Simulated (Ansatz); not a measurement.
The cluster TiSi2⁻. Total charge -1; doublet. Geometry PBE0-D4/def2-TZVP, that of the neutral singlet; atoms count from 1.

```xyz
3

Ti    0.666    0.825    0.838
Si   -0.329    0.393   -1.215
Si   -0.337   -1.218    0.377
```

The charge -1 doublet is spin-contaminated (final ⟨S²⟩ up to 1.76, 0.75 for a pure state). The highest occupied level of the charge -1 doublet lies above zero (up to 0.20 eV). It is a level of β spin, whose loss leaves a triplet; that state wasn't run at this geometry and level. The electron is either unbound and held by the finite basis, or the level is raised by self-interaction error. The structure comes from a short search, and lower isomers may exist.

Question: Estimate the Mulliken populations from the PBE0/def2-TZVPD orbitals of Ansatz.

Answer: 
```
atom  charge (e)  spin (α − β)  d electrons
 Ti1       -0.19          1.03         2.64
 Si2       -0.38          0.16            –
 Si3       -0.44         -0.19            –
```
Mulliken values and Mayer orders depend strongly on the basis. With diffuse functions, as here, like atoms can get unlike values, and bond orders can come out too low or too high.

Question: Where does the spin sit?

Answer: Summed by element: Ti 1.03, Si -0.03, of 1 unpaired in all. Largest on single atoms: Ti1 1.03, Si3 -0.19, Si2 0.16.

Question: And the Mayer bond orders between bonded heavy atoms (over 0.3)?

Answer: Ti1–Si2 1.56 (2.32 Å); Ti1–Si3 1.59 (2.32 Å); Si2–Si3 1.37 (2.27 Å).
